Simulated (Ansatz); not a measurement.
Molecule: C₄H₁₀Si₂ (charge 0, singlet). 
Coordinates optimised at B3LYP-D3(BJ)/def2-TZVP (Ansatz, an electronic-structure program):
SMILES: [SiH3]CC#CC[SiH3]
```xyz
16

Si     2.6772     0.9986     0.0040
C      2.0855    -0.8017     0.0689
C      0.6626    -0.8839    -0.2042
C     -0.5168    -0.8927    -0.4451
C     -1.9490    -0.8606    -0.6764
Si    -2.7895     0.3699     0.4961
H      4.1331     1.0538     0.2856
H      1.9533     1.7966     1.0185
H      2.4200     1.5603    -1.3409
H      2.6602    -1.3889    -0.6541
H      2.3156    -1.2084     1.0585
H     -2.3943    -1.8495    -0.5294
H     -2.1700    -0.5660    -1.7070
H     -4.2510     0.3824     0.2393
H     -2.2425     1.7260     0.2689
H     -2.5455    -0.0317     1.8995
```
Charge 0, spin multiplicity 1.

Dipole moments at this geometry, in debye (magnitudes).

```json
[
 {"level": "SVWN5/def2-TZVPD", "program": "Ansatz", "dipole (D)": "0.71"},
 {"level": "PBE/def2-TZVPD", "program": "Ansatz", "dipole (D)": "0.74"},
 {"level": "revPBE/def2-TZVPD", "program": "Ansatz", "dipole (D)": "0.75"},
 {"level": "r2SCAN/def2-TZVPD", "program": "Ansatz", "dipole (D)": "0.70"},
 {"level": "PBE0/def2-TZVPD", "program": "Ansatz", "dipole (D)": "0.68"},
 {"level": "BHLYP/def2-TZVPD", "program": "Ansatz", "dipole (D)": "0.61"},
 {"level": "r2SCANh/def2-TZVPD", "program": "Ansatz", "dipole (D)": "0.69"},
 {"level": "r2SCAN0/def2-TZVPD", "program": "Ansatz", "dipole (D)": "0.66"},
 {"level": "HSE06/def2-TZVPD", "program": "Ansatz", "dipole (D)": "0.68"},
 {"level": "CAM-B3LYP/def2-TZVPD", "program": "Ansatz", "dipole (D)": "0.63"},
 {"level": "LC-wPBE/def2-TZVPD", "program": "Ansatz", "dipole (D)": "0.63"},
 {"level": "wB97M-V/def2-TZVPD", "program": "Ansatz", "dipole (D)": "?"},
 {"level": "wB97X-V/def2-TZVPD", "program": "Ansatz", "dipole (D)": "0.64"},
 {"level": "CCSD(T)/aug-cc-pV(D+d)Z", "program": "Ansatz", "dipole (D)": "?"}
]
```

Question: Some entries are withheld; supply them.

Answer: 
- wB97M-V/def2-TZVPD, dipole (D): 0.66
- CCSD(T)/aug-cc-pV(D+d)Z, dipole (D): 0.66
